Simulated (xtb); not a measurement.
F₅V, charge -1, doublet, from a rough starting geometry (GFN-xTB shapes and energies of metal compounds can be far from the true ones) (the multiplicity is a formal guess); GFN2-xTB (xtb 6.7.1).

xtb was given this input:
```
$ xtb mol.xyz --gfn 2 --chrg -1 --uhf 1 --opt vtight --json

# file mol.xyz
6

V      0.01963087    -0.01929601     0.02597543
F      1.07634082    -0.66715555     1.04134879
F     -1.11042766     0.67238359    -1.02429909
F      0.14841411     1.45335865     0.71579518
F      0.97707177    -0.36745755    -1.28577166
F     -1.15206794    -1.11563904     0.48957105
```

### Question
What does xtb print? Leave out banner, timings and long lists.

### Answer

```
   ID    Z sym.   atoms
    1   23 V      1
    2    9 F      2-6

           -------------------------------------------------
          |                Calculation Setup                |
           -------------------------------------------------

           -------------------------------------------------
          |                 G F N 2 - x T B                 |
           -------------------------------------------------

          ...................................................
          :                      SETUP                      :
          :.................................................:
          :  # basis functions                  30          :
          :  # atomic orbitals                  29          :
          :  # shells                           13          :
          :  # electrons                        41          :
          :  max. iterations                   250          :
          :  Hamiltonian                  GFN2-xTB          :
          :  restarted?                      false          :
          :  GBSA solvation                  false          :
          :  PC potential                    false          :
          :  electronic temp.          300.0000000     K    :
          :  accuracy                    1.0000000          :
          :  -> integral cutoff          0.2500000E+02      :
          :  -> integral neglect         0.1000000E-07      :
          :  -> SCF convergence          0.1000000E-05 Eh   :
          :  -> wf. convergence          0.1000000E-03 e    :
          :  Broyden damping             0.4000000          :
          :  net charge                         -1          :
          :  unpaired electrons                  1          :
          ...................................................

 iter      E             dE          RMSdq      gap      omega  full diag
   1    -23.4164321 -0.234164E+02  0.204E+01    0.07       0.0  T
   2    -24.6808538 -0.126442E+01  0.167E+01    0.07       1.0  T
   3    -25.7220771 -0.104122E+01  0.101E+01    0.07       1.0  T
   4    -25.9252336 -0.203156E+00  0.795E+00    0.07       1.0  T
   5    -26.1545242 -0.229291E+00  0.147E+00    0.08       1.0  T
   6    -26.1261031  0.284211E-01  0.263E+00    0.07       1.0  T
   7    -26.1575462 -0.314430E-01  0.968E-01    0.07       1.0  T
   8    -26.1627421 -0.519597E-02  0.415E-01    0.07       1.0  T
   9    -26.1638233 -0.108119E-02  0.122E-01    0.07       1.0  T
[...]
 * total energy  :   -26.1426452 Eh     change       -0.1016186E-03 Eh
 * total energy  :   -26.1427391 Eh     change       -0.9395894E-04 Eh
 * total energy  :   -26.1428135 Eh     change       -0.7433942E-04 Eh
 * total energy  :   -26.1428697 Eh     change       -0.5625111E-04 Eh
 * total energy  :   -26.1429093 Eh     change       -0.3957064E-04 Eh
 * total energy  :   -26.1429287 Eh     change       -0.1936150E-04 Eh
 * total energy  :   -26.1429404 Eh     change       -0.1178235E-04 Eh
 * total energy  :   -26.1429448 Eh     change       -0.4317930E-05 Eh
 * total energy  :   -26.1429465 Eh     change       -0.1762596E-05 Eh
 * total energy  :   -26.1429469 Eh     change       -0.3797928E-06 Eh
 * total energy  :   -26.1429471 Eh     change       -0.1562501E-06 Eh
 * total energy  :   -26.1429471 Eh     change       -0.4575695E-07 Eh
   *** GEOMETRY OPTIMIZATION CONVERGED AFTER 23 ITERATIONS ***
         :: total energy             -26.142947109147 Eh    ::
[...]
      -------------------------------------------------------------
                  HL-Gap            0.0192040 Eh            0.5226 eV
             Fermi-level           -0.2121519 Eh           -5.7729 eV

     #   Z          covCN         q      C6AA      α(0)
     1  23 V        3.368     0.633   114.500    19.330
     2   9 F        0.673    -0.376    13.243     4.296
     3   9 F        0.673    -0.376    13.244     4.296
     4   9 F        0.675    -0.288    12.202     4.124
     5   9 F        0.673    -0.305    12.402     4.157
     6   9 F        0.675    -0.288    12.202     4.124

 Mol. C6AA /au·bohr⁶  :        789.379082
 Mol. C8AA /au·bohr⁸  :      33710.996154
 Mol. α(0) /au        :         40.326956

Wiberg/Mayer (AO) data.
largest (>0.10) Wiberg bond orders for each atom

 ---------------------------------------------------------------------------
     #   Z sym  total        # sym  WBO       # sym  WBO       # sym  WBO
 ---------------------------------------------------------------------------
     1  23 V    5.309 --     6 F    1.134     4 F    1.134     5 F    1.098
                             2 F    0.971     3 F    0.971
     2   9 F    1.103 --     1 V    0.971
     3   9 F    1.103 --     1 V    0.971
     4   9 F    1.266 --     1 V    1.134
     5   9 F    1.213 --     1 V    1.098
     6   9 F    1.266 --     1 V    1.134
 ---------------------------------------------------------------------------

Topologies differ in total number of bonds
Writing topology from bond orders to xtbtopo.mol

molecular dipole:
                 x           y           z       tot (Debye)
 q only:       -0.093       0.054       0.149
   full:       -0.228       0.105       0.325       1.043
molecular quadrupole (traceless):
                xx          xy          yy          xz          yz          zz
 q only:       -0.615       1.403       0.649      -3.056       1.704      -0.034
  q+dip:       -0.735       1.740       0.933      -3.352       1.912      -0.198
   full:       -1.035       2.518       1.544      -4.197       2.479      -0.509

optimized geometry written to: xtbopt.xyz

           -------------------------------------------------
          | TOTAL ENERGY              -26.142947109147 Eh   |
          | GRADIENT NORM               0.000059162626 Eh/α |
          | HOMO-LUMO GAP               0.522566422955 eV   |
           -------------------------------------------------

normal termination of xtb
```
